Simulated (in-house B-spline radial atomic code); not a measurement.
Radial electron density of Kr IV (Kr3+), [Ar] 3d10 4s1 4p3 5f1. Level of theory: Dirac-Hartree-Fock, average of configuration, Fermi nucleus of rms radius 4.1884 fm; calculated with a radial B-spline atomic code at the basis-set limit.

Columns: r (bohr), 4πr²n(r) (electrons per bohr), bar.

```
 0.00174    1.342 #
 0.00219    2.025 ##
 0.00275    3.019 ##
 0.00346    4.468 ####
 0.00435    6.519 #####
 0.00547    9.359 ########
 0.00688    13.17 ###########
 0.00864    18.01 ###############
  0.0109    23.99 ####################
  0.0137    30.55 #########################
  0.0172    36.98 ##############################
  0.0216    42.18 ###################################
  0.0271    44.85 #####################################
  0.0341    44.23 ####################################
  0.0429    40.92 ##################################
  0.0539    37.56 ###############################
  0.0677    37.66 ###############################
  0.0851    42.94 ###################################
   0.107    50.48 ##########################################
   0.135    53.41 ############################################
   0.169    47.23 #######################################
   0.213    35.81 ##############################
   0.267    29.73 ########################
   0.336    32.85 ###########################
   0.422    37.21 ###############################
   0.531    33.11 ###########################
   0.667    21.57 ##################
   0.838    10.83 #########
    1.05    5.626 #####
    1.32    4.066 ###
    1.67    2.954 ##
    2.09    1.574 #
    2.63   0.5591 
    3.31   0.1525 
    4.16  0.01986 
    5.23  0.02006 
    6.57    0.138 
    8.26   0.1795 
    10.4  0.08199 
      13  0.01397 
    16.4 0.0006524 
    20.6 7.45e-06 
    25.9 1.36e-08
```

On this grid the curve has 4 maxima, near 0.0271, 0.135, 0.422, 8.26 bohr.

The 5f5/2 radial function P(r) = rR(r), positive near the nucleus, with its small component Q(r) (sign convention: Q ≈ (P' + κP/r)/2c):

```csv
r (bohr),P,Q
0.135,0.0006451,0.000106
0.213,0.002477,0.000245
0.336,0.008141,0.00048
0.531,0.02322,0.0008253
0.838,0.06062,0.001328
1.32,0.144,0.001879
2.09,0.2727,0.001879
3.31,0.275,0.0004608
5.23,-0.1408,-0.001128
8.26,-0.4237,-0.0004492
13,-0.1182,7.218e-05
20.6,-0.002732,4.184e-06
```
